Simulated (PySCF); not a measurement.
H2ISi, SMILES [SiH2]I (connectivity only; charge and spin as stated), charge +1, multiplicity 1.

The structure is a stationary point at B3LYP-D3(BJ)/def2-TZVP. The spin state was assumed, not searched. The isomer is the one that the SMILES or the coordinates give; other isomers of the formula were not compared. The def2 effective core potentials stand for the cores of I; spin–orbit coupling is left out.

Two levels are set side by side: PBE/def2-TZVPD (PySCF) and HF/def2-TZVPD (PySCF). Same geometry, gas phase. Differences are taken from unrounded values.

| quantity | PBE |
|---|---|
| orbital gap (eV) | 2.76 |
| highest occupied level (eV) | -12.74 |
| lowest empty level (eV) | -9.99 |
| mean polarisability (bohr³) | 53.5 |

Q: These are the PBE values. What does HF give? (The exact figures need the calculation; the answer reports its results.)

A: 
```json
[
 {"quantity": "orbital gap (eV)", "HF": "10.35", "PBE minus HF": "-7.60"},
 {"quantity": "highest occupied level (eV)", "HF": "-16.25", "PBE minus HF": "3.51"},
 {"quantity": "lowest empty level (eV)", "HF": "-5.90", "PBE minus HF": "-4.08"},
 {"quantity": "mean polarisability (bohr³)", "HF": "49.9", "PBE minus HF": "3.5"}
]
```

PBE's occupied levels lie high since its potential decays too fast outside the molecule; exact exchange lowers them and widens the gap. PBE's more diffuse valence density responds more strongly to a field. Differences between two approximate levels are no errors against the true value.

Rough cost on one machine, each run with all the roots and properties that it gave: HF against PBE about 1/4.
